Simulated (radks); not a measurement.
Values are calculated unless marked as measured or tabulated.
Ionisation of Ir, [Xe] 4f14 5d7 6s2, to Ir+, [Xe] 4f14 5d7 6s1, under several functionals. Dirac Kohn-Sham, spin-unpolarised, spherical densities, point nucleus; open shells fill j = l - 1/2 first; a radial shooting solver on a logarithmic mesh with Libxc functionals.

functional                                        E(Ir) (hartree)  Exc (hartree)  IE (eV)  -e(HOMO) (eV)  <r> HOMO (bohr)  IE error (eV)
PW91                                                  -17859.8244      -350.6784    9.912          6.361            2.904         +0.945
Wu-Cohen GGA                                          -17856.8757      -347.7016    9.901          6.350            2.885         +0.934
LDA (Slater exchange, Perdew-Zunger correlation)      -17847.9905      -338.7339   10.142          6.554            2.890         +1.175
BLYP                                                  -17859.0876      -349.9178    9.806          6.223            2.919         +0.839
PBE                                                   -17858.0817      -348.9145    9.838          6.295            2.907         +0.871
HCTH/407                                              -17868.3788      -359.6037    9.850          6.320            2.921         +0.883
RPBE                                                  -17858.5988      -349.4376    9.729          6.208            2.916         +0.762
BP86                                                  -17860.2169      -351.0690   10.023          6.466            2.894         +1.056
XLYP                                                  -17860.0904      -350.9297    9.828          6.245            2.926         +0.861
LDA (Slater exchange, Perdew-Wang correlation)        -17847.9834      -338.7266   10.134          6.547            2.890         +1.167

NIST Atomic Spectra Database: 8.967 eV (measured). Closest: RPBE. The Delta-SCF values span 0.41 eV, the total energies 20.40 hartree. The highest occupied level is 6s1/2. Spin polarisation and multiplet splitting are left out, so open shells lie too high by an amount that depends on their filling.

Beside tabulated values, note that spin-unpolarised runs miss the spin-polarisation part of the exchange energy of open shells.
